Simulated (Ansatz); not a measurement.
Born–Oppenheimer molecular dynamics of a periodic cell of 33 atoms, NaAl₃₂ (host Al, host structure fcc, interstitial Na). It starts from a relaxed structure.

All numbers below come from Ansatz, DFT PBEsol, scalar-relativistic, plane waves, PAW. Settings: accuracy low, cutoff 420 eV, k mesh 2x2x2, fermi-dirac smearing 0.1 eV, no spin polarisation.

- ensemble: NVT, Nosé–Hoover chain
- time step: 2 fs
- steps asked: 300
- set temperature: 900 K
- thermostat: time constant 200 fs, chain length 1
- seed: 264974

Frames 40 fs apart, positions in Å, forces in eV/Å.

Velocities at 160 fs (Å/ps):

```
Al -3.18 -0.45 0.79
Al 1.08 1.59 2.03
Al 12.96 -7.18 -1.71
Al 2.03 4.39 -2.44
Al 4.11 0.05 6.80
Al -1.09 0.15 -5.62
Al -1.53 4.64 2.32
Al -3.75 -0.87 0.17
Al 2.99 -3.12 -5.21
Al 0.66 8.16 -8.00
Al 4.69 -4.26 2.76
Al 1.49 5.84 -1.67
Al 2.44 12.90 -5.46
Al -1.47 -0.91 -1.31
Al -1.70 -1.38 -5.91
Al -0.38 -3.23 4.89
Al -6.77 -1.24 -8.94
Al 2.38 -2.64 4.01
Al -0.77 -6.68 7.51
Al -2.53 2.05 5.18
Al -2.85 2.03 -5.24
Al 1.41 4.39 -2.94
Al -3.13 -2.38 -1.19
Al 0.88 0.68 0.78
Al -4.00 -2.19 2.90
Al -3.91 -0.99 1.89
Al -2.39 -3.91 1.19
Al 2.64 -7.79 -1.37
Al 1.09 1.98 6.18
Al -1.30 2.39 4.21
Al -0.18 3.26 4.16
Al -2.62 -0.66 -0.67
Na 3.16 -5.44 -0.10
```

```xyz
33
Lattice="8.1000 0.0000 0.0000 0.0000 8.1000 0.0000 0.0000 0.0000 8.1000" Properties=species:S:1:pos:R:3:forces:R:3 time_fs=160 energy_less_start_eV=2.059 T=547
Al 4.186 0.135 -0.066 -0.42 0.19 -0.71
Al 6.120 1.966 0.328 -0.07 0.18 -0.92
Al 5.997 -0.234 2.139 0.26 0.46 0.10
Al 0.055 -0.013 0.068 0.07 0.53 0.04
Al 1.905 2.120 -0.149 -0.08 -0.67 0.18
Al 3.975 3.831 0.175 0.24 0.07 -1.01
Al 6.481 6.034 -0.109 -0.49 0.16 0.07
Al 2.217 0.000 2.120 -0.82 -0.36 -0.42
Al 3.909 1.853 1.748 0.28 0.76 1.30
Al 5.984 4.345 2.113 -0.11 -1.12 -0.04
Al 3.990 0.600 4.169 1.02 0.71 -0.44
Al 6.356 2.167 3.893 -1.33 -0.55 0.21
Al 6.161 0.110 6.009 -0.47 -0.34 0.09
Al -0.109 3.876 -0.032 0.35 0.24 0.17
Al 1.938 6.115 0.131 -0.22 -0.28 -0.51
Al -0.060 1.920 2.026 1.13 0.39 -0.36
Al 2.115 4.096 2.133 -0.24 -0.36 -0.04
Al 4.281 6.096 1.192 -0.49 -0.08 0.58
Al -0.026 0.053 3.986 -0.32 0.14 0.10
Al 1.828 1.992 4.122 -0.31 0.51 -0.04
Al 4.057 3.624 4.129 0.00 -0.36 -0.36
Al 6.385 5.973 4.192 0.55 0.35 0.35
Al 2.055 -0.118 5.920 0.19 0.31 0.59
Al 4.066 2.041 6.220 0.02 0.36 0.67
Al 5.962 4.030 6.101 0.25 -0.14 0.20
Al -0.013 5.861 1.958 -0.07 0.49 -0.36
Al 0.019 3.986 4.207 0.09 0.11 -0.39
Al 1.552 6.121 3.889 -1.15 -0.33 0.79
Al -0.220 2.046 6.054 0.77 -0.20 0.60
Al 1.955 4.126 6.050 0.43 0.15 0.20
Al 4.220 6.076 6.507 -0.28 -0.21 0.03
Al 0.100 6.223 6.180 0.17 -0.48 -0.40
Na 3.870 6.266 3.821 1.04 -0.62 -0.27
33
Lattice="8.1000 0.0000 0.0000 0.0000 8.1000 0.0000 0.0000 0.0000 8.1000" Properties=species:S:1:pos:R:3:forces:R:3 time_fs=200 energy_less_start_eV=2.326 T=582
Al 3.994 0.152 -0.145 0.28 0.35 0.66
Al 6.151 2.033 0.208 -0.14 -0.27 -0.15
Al 6.424 -0.270 2.053 -1.16 1.18 0.15
Al 0.132 0.190 -0.033 -0.41 -0.97 0.08
Al 2.012 1.971 0.102 0.15 0.12 -0.46
Al 3.974 3.902 -0.141 -0.06 0.26 1.40
Al 6.367 6.274 -0.104 -0.15 -0.06 -0.02
Al 1.951 -0.111 2.067 0.58 -0.18 0.20
Al 4.077 1.910 1.917 -0.13 -0.19 -0.84
Al 5.993 4.236 1.886 -0.06 -0.40 0.43
Al 4.266 0.608 4.132 -1.31 -0.53 -0.10
Al 6.120 2.217 3.871 1.19 -0.03 -0.11
Al 6.097 0.412 5.942 0.19 -0.89 0.99
Al -0.077 3.974 0.009 -0.16 0.29 -0.04
Al 1.839 6.033 -0.102 0.06 0.48 0.75
Al 0.155 1.895 2.130 -0.65 0.26 0.03
Al 1.840 3.951 1.808 0.91 0.26 0.91
Al 4.107 6.083 1.345 -0.21 0.16 -0.69
Al -0.004 -0.013 4.240 0.58 1.08 -0.40
Al 1.761 2.072 4.308 0.45 -0.54 -0.27
Al 3.906 3.503 3.866 -0.53 0.13 0.64
Al 6.564 6.098 4.201 -0.16 -0.40 -0.36
Al 2.041 -0.111 5.998 0.34 0.10 -0.02
Al 4.029 2.112 6.295 -0.44 -0.31 -0.84
Al 5.924 3.994 6.185 0.69 0.31 -0.59
Al 0.000 5.935 1.906 0.42 -0.14 -0.20
Al -0.080 3.898 4.180 -0.56 -0.64 -0.11
Al 1.482 5.776 4.006 0.74 0.78 -0.05
Al 0.041 2.107 6.339 -0.11 0.03 -0.84
Al 2.003 4.196 6.199 0.01 -0.67 -0.76
Al 4.161 6.136 6.582 -0.03 -0.15 -0.66
Al -0.011 6.076 6.142 0.32 0.05 0.75
Na 4.107 6.045 3.837 -0.66 0.54 0.54
33
Lattice="8.1000 0.0000 0.0000 0.0000 8.1000 0.0000 0.0000 0.0000 8.1000" Properties=species:S:1:pos:R:3:forces:R:3 time_fs=240 energy_less_start_eV=3.038 T=519
Al 3.991 0.250 -0.013 0.63 -0.61 -0.62
Al 6.138 2.031 -0.071 0.19 0.53 0.08
Al 6.353 0.205 2.030 -0.37 -0.97 0.07
Al 0.060 0.049 -0.102 0.22 0.40 0.27
Al 2.082 1.871 0.172 -0.72 0.64 -0.27
Al 4.005 4.009 -0.002 0.16 -0.64 -0.48
Al 6.130 6.479 -0.074 0.01 -0.96 0.82
Al 1.917 -0.248 2.106 0.48 0.87 0.37
Al 4.201 1.918 1.782 -0.41 0.45 0.78
Al 5.997 3.859 1.882 0.23 1.08 0.30
Al 4.060 0.458 4.035 0.08 0.41 -0.07
Al 6.135 2.075 3.917 -1.04 -0.77 0.79
Al 6.031 0.260 6.215 0.13 -0.22 -1.39
Al -0.117 4.147 0.043 0.06 -0.85 0.20
Al 1.810 6.116 -0.116 0.32 -0.29 -0.12
Al 0.191 1.973 2.148 -0.09 -0.13 -0.76
Al 1.982 3.912 1.891 -0.03 0.48 0.13
Al 3.803 6.178 1.308 1.18 -0.36 0.78
Al 0.144 0.302 4.327 -1.38 -1.46 -0.06
Al 1.864 1.929 4.320 -0.14 0.13 -0.78
Al 3.615 3.478 3.886 1.43 0.49 -0.27
Al 6.786 6.123 4.074 0.08 0.42 -0.17
Al 2.188 -0.058 6.099 -0.38 -0.21 -0.20
Al 3.864 2.131 6.115 1.12 -0.15 0.72
Al 6.133 4.081 6.058 -0.76 -0.07 0.17
Al 0.120 6.029 1.829 -0.99 -0.17 0.46
Al -0.232 3.705 4.070 1.42 1.06 0.02
Al 1.550 5.720 4.143 -0.54 0.52 -0.35
Al 0.267 2.170 6.349 -1.05 -0.38 0.07
Al 2.092 4.023 6.085 -0.23 0.56 0.52
Al 4.060 6.139 6.444 0.02 -0.08 0.85
Al 0.010 5.938 6.326 -0.28 0.66 -0.90
Na 4.120 6.029 3.975 0.65 -0.37 -0.97
33
Lattice="8.1000 0.0000 0.0000 0.0000 8.1000 0.0000 0.0000 0.0000 8.1000" Properties=species:S:1:pos:R:3:forces:R:3 time_fs=280 energy_less_start_eV=2.410 T=827
Al 4.241 0.142 -0.082 -0.66 0.52 0.31
Al 6.147 2.171 -0.296 -0.23 -0.62 1.04
Al 6.066 0.300 2.033 0.29 -0.54 0.06
Al 0.010 -0.016 -0.019 -0.05 0.36 0.01
Al 1.929 2.053 0.070 0.51 -0.22 -0.30
Al 4.108 3.895 0.007 -0.13 0.46 -0.35
Al 6.003 6.242 0.276 1.03 -0.41 -1.15
Al 2.081 -0.064 2.248 -0.83 -0.47 -1.37
Al 4.104 2.062 1.775 -0.25 -0.24 0.60
Al 6.090 3.953 2.082 -0.09 -0.02 0.17
Al 3.824 0.331 3.987 0.97 0.22 0.55
Al 5.961 1.814 4.325 0.67 1.28 -0.84
Al 6.052 -0.117 6.027 -0.42 -0.42 0.70
Al -0.130 4.018 0.081 0.55 0.42 -0.39
Al 1.888 6.103 -0.061 -0.55 -0.16 0.26
Al 0.068 1.996 1.882 -0.29 -0.05 0.46
Al 2.176 4.137 2.087 -0.59 -0.12 -0.36
Al 3.905 6.114 1.516 -0.91 0.23 -0.77
Al -0.113 0.176 4.356 1.48 1.16 -0.53
Al 1.857 1.857 3.984 -0.35 0.89 0.43
Al 3.873 3.623 4.038 -0.05 -1.25 0.23
Al 6.895 6.240 3.935 -0.44 -1.47 0.41
Al 2.151 -0.052 6.097 -0.37 0.34 0.10
Al 4.114 2.074 6.145 -0.88 -0.29 0.22
Al 6.066 4.171 5.921 -0.02 0.18 -0.07
Al -0.057 6.062 1.795 1.16 0.04 -0.25
Al 0.089 3.795 3.958 -0.57 -0.10 0.29
Al 1.521 6.006 4.112 0.66 0.29 -0.14
Al 0.039 2.083 6.228 0.42 0.06 -0.63
Al 2.049 4.010 6.125 -0.20 0.02 -0.05
Al 3.988 6.077 6.546 0.28 -0.30 -0.49
Al -0.058 6.063 6.239 0.03 -0.25 0.60
Na 4.465 5.950 3.807 -0.20 0.46 1.26
33
Lattice="8.1000 0.0000 0.0000 0.0000 8.1000 0.0000 0.0000 0.0000 8.1000" Properties=species:S:1:pos:R:3:forces:R:3 time_fs=320 energy_less_start_eV=2.976 T=887
Al 4.185 0.104 -0.077 -0.33 -0.34 0.80
Al 6.136 2.101 -0.069 -0.22 -0.09 -0.18
Al 5.874 0.019 2.033 0.37 -0.03 0.26
Al -0.063 0.109 0.039 -0.25 -0.34 -0.68
Al 1.958 2.134 -0.146 -0.04 -0.39 0.85
Al 4.149 3.894 -0.109 -0.25 -0.43 0.87
Al 6.229 5.740 0.171 -0.57 0.64 -0.04
Al 1.957 0.059 1.862 0.31 0.42 0.04
Al 3.863 2.205 2.079 0.51 -0.51 -1.47
Al 6.160 4.074 2.384 -0.55 -0.54 -0.77
Al 3.910 0.394 4.112 -0.44 0.59 -0.20
Al 6.140 1.967 4.437 -0.06 -0.61 -1.14
Al 5.900 -0.583 5.959 0.48 1.19 0.19
Al 0.088 3.991 -0.031 -0.47 -0.31 0.25
Al 1.840 6.021 -0.026 0.46 0.50 -0.88
Al -0.169 2.021 1.804 0.46 0.19 0.98
Al 2.060 4.299 2.106 0.32 -0.66 -0.20
Al 3.842 6.130 1.498 0.69 0.12 0.09
Al 0.016 0.267 4.068 -0.50 -0.44 -0.51
Al 1.800 2.119 3.743 0.59 -0.58 0.44
Al 4.112 3.370 4.288 -1.17 0.83 0.04
Al 7.073 5.898 3.978 -0.73 2.28 0.20
Al 1.918 0.101 6.136 0.08 -0.26 -0.03
Al 4.041 1.851 6.336 -0.01 0.47 -0.55
Al 5.986 4.311 5.846 0.66 -0.49 0.79
Al 0.184 6.121 1.783 -0.89 0.26 0.36
Al 0.213 3.955 3.996 0.32 -1.09 0.34
Al 1.753 6.433 4.032 0.14 -0.65 0.25
Al -0.065 2.033 5.953 0.97 0.31 1.52
Al 1.900 4.088 6.144 0.65 -0.09 -0.78
Al 3.950 5.930 6.525 -0.77 0.50 0.46
Al -0.055 6.102 6.340 0.62 0.06 -0.25
Na 4.522 6.020 4.067 -0.40 -0.51 -1.06
33
Lattice="8.1000 0.0000 0.0000 0.0000 8.1000 0.0000 0.0000 0.0000 8.1000" Properties=species:S:1:pos:R:3:forces:R:3 time_fs=360 energy_less_start_eV=4.517 T=706
Al 3.996 0.085 0.178 0.76 -0.05 -1.03
Al 6.016 1.950 0.170 0.08 0.29 -0.56
Al 5.885 -0.293 2.175 0.23 0.52 -0.24
Al -0.290 0.112 -0.180 -0.04 -0.45 0.63
Al 1.978 2.113 -0.016 -0.23 0.88 -0.45
Al 4.066 3.788 0.104 0.11 0.93 -1.10
Al 6.181 5.556 0.007 0.16 1.07 0.88
Al 1.853 0.255 1.469 -0.39 -1.05 1.79
Al 3.887 2.082 1.842 0.40 -0.40 1.50
Al 5.990 4.012 2.386 -0.03 0.47 -0.33
Al 3.895 0.647 4.165 0.88 -1.20 -0.42
Al 6.404 1.955 4.041 -1.44 -0.17 1.39
Al 5.867 -0.519 6.048 -0.11 0.89 0.23
Al 0.151 3.876 -0.055 -0.49 0.92 0.65
Al 1.911 6.145 -0.107 -0.66 -0.25 1.01
Al -0.205 2.161 2.089 0.84 0.70 -2.04
Al 2.042 4.200 1.994 -0.06 0.10 0.15
Al 3.973 6.093 1.487 -0.30 -0.62 -0.24
Al 0.120 0.234 3.533 0.36 0.19 1.04
Al 1.948 2.095 3.730 -0.61 -0.25 0.08
Al 3.958 3.428 4.513 1.63 -0.54 -0.94
Al 7.089 6.253 4.152 -0.81 -1.27 -0.76
Al 1.743 0.139 6.137 0.77 -0.15 -0.15
Al 3.882 1.772 6.408 0.81 0.40 0.21
Al 6.180 4.171 6.012 -0.24 -0.78 -0.54
Al 0.244 6.291 1.860 -0.70 -0.83 -0.43
Al 0.230 3.836 4.151 -1.00 1.32 -0.50
Al 1.956 6.628 4.048 -0.94 -0.56 -0.04
Al 0.136 2.126 6.209 -1.05 -0.18 -0.93
Al 2.054 4.117 5.885 -0.26 0.23 1.19
Al 3.800 5.987 6.556 1.25 0.00 -0.43
Al 0.136 6.111 6.312 -0.27 -0.50 -0.01
Na 4.304 5.853 3.945 1.36 0.33 0.40
```

Of the whole run (600 fs, mean temperature of the second half 1174 K): The conserved energy stayed within 0.58 meV per atom of its start (net change 0.37 meV per atom), so the integration is sound. The mean temperature of the second half is 30 % above the set value. A run of 0.6 ps of so small a system gives no equilibrium averages. Limits of this set-up: coarse k mesh, a small cell, in which the defect meets its images, a typed lattice constant that wasn't relaxed here, low accuracy level.

Time of the run: 10 min on 2 threads of AMD EPYC 9R45 96-Core Processor (Zen 5), with other jobs on the host, peak memory 1.3 GiB.
